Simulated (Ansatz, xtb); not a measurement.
**Relative energy of two isomers of C2H6F2Sn**

We compare a, `C[CH2][SnH]([F])[F]`, a singlet, with b, `[CH3][Sn]([CH3])([F])[F]`, a singlet. Both are isolated molecules in the gas phase, relaxed with B3LYP-D3(BJ)/def2-SVP; the shapes shown needn't be the lowest conformers.

a (Å):

```tsv
atom	x (Å)	y (Å)	z (Å)
C	-0.6333	2.0336	-0.9208
C	-1.3379	0.6955	-0.6901
F	1.6148	-0.7200	-0.5260
F	0.4308	0.3711	2.0493
Sn	-0.0681	-0.6221	0.4498
H	-1.2743	2.7165	-1.5023
H	-0.3903	2.5271	0.0327
H	0.3082	1.8992	-1.4753
H	-2.2759	0.8073	-0.1243
H	-1.5751	0.1780	-1.6326
H	-0.4099	-2.2197	0.9693
```

b (Å):

```yaml
atoms:
  - { symbol: C, position_ang: [0.1274, 0.2558, 0.7432] }
  - { symbol: C, position_ang: [-2.0304, -0.3080, -2.3885] }
  - { symbol: F, position_ang: [0.9524, 1.0491, -2.3270] }
  - { symbol: F, position_ang: [0.7324, -1.9048, -1.6450] }
  - { symbol: Sn, position_ang: [-0.1649, -0.2021, -1.3328] }
  - { symbol: H, position_ang: [0.7678, 1.1464, 0.8023] }
  - { symbol: H, position_ang: [-0.8322, 0.4446, 1.2431] }
  - { symbol: H, position_ang: [0.6342, -0.6019, 1.2062] }
  - { symbol: H, position_ang: [-2.1217, -1.3208, -2.8039] }
  - { symbol: H, position_ang: [-2.8740, -0.0954, -1.7180] }
  - { symbol: H, position_ang: [-1.9968, 0.4295, -3.2019] }
```

Estimate which is lower in electronic energy at CCSD(T)/def2-SVP + ΔMP2/def2-TZVPP, and by roughly how much.

The CCSD(T)/def2-SVP + ΔMP2/def2-TZVPP calculation puts structure b lower, by 12.1 kcal/mol.

Level by level:

```
                             level               geometry  E(b) − E(a) (kcal/mol)  departure from the last row (kcal/mol)  job, with rough time for the two
                          GFN2-xTB               GFN2-xTB                      +4.2                                   +16.3              optimisation, 0.12 s
                         HF/STO-3G               GFN2-xTB                     −13.1                                    −1.0              single point, 0.66 s
                r2SCAN-D4/def2-SVP               GFN2-xTB                      −8.8                                    +3.3                 single point, 2 s
             B3LYP-D3(BJ)/def2-SVP  B3LYP-D3(BJ)/def2-SVP                      −9.2                                    +2.9                optimisation, 99 s
                       HF/def2-SVP  B3LYP-D3(BJ)/def2-SVP                      −9.5                                    +2.6           part of the CCSD(T) run
                      MP2/def2-SVP  B3LYP-D3(BJ)/def2-SVP                      −9.6                                    +2.5           part of the CCSD(T) run
                  CCSD(T)/def2-SVP  B3LYP-D3(BJ)/def2-SVP                      −8.7                                    +3.4                      single point
CCSD(T)/def2-SVP + ΔMP2/def2-TZVPP  B3LYP-D3(BJ)/def2-SVP                     −12.1                                                        single point, 29 s
```

As drawn, b has 1 C–Sn, 1 C–H in place of 1 C–C, 1 Sn–H.

GFN2-xTB puts the two in the other order. The largest departure from CCSD(T)/def2-SVP + ΔMP2/def2-TZVPP is that of GFN2-xTB, 16.3 kcal/mol. The last row adds to CCSD(T) the change of the MP2 difference between the two basis sets, here −3.4 kcal/mol, a large step that makes the value less sure.

With harmonic frequencies from B3LYP-D3(BJ)/def2-SVP (ideal gas, rigid rotor, one conformer each, 298.15 K, 1 atm): on the last row, ΔE + ΔZPE = −12.0 kcal/mol. A mode under 50 cm⁻¹ makes harmonic enthalpies and free energies unreliable, so none is given.

The correlated steps freeze 8 core orbitals; the filled d shell of Sn is correlated, in a basis made for valence electrons. Atoms past krypton carry core potentials in the def2 sets, other sets are all-electron and non-relativistic, and no spin–orbit term is included. Codes used: Ansatz 0.2.0, xtb 6.7.1; the last row on 2 threads of Intel(R) Xeon(R) 6975P-C (Granite Rapids) on a shared host.
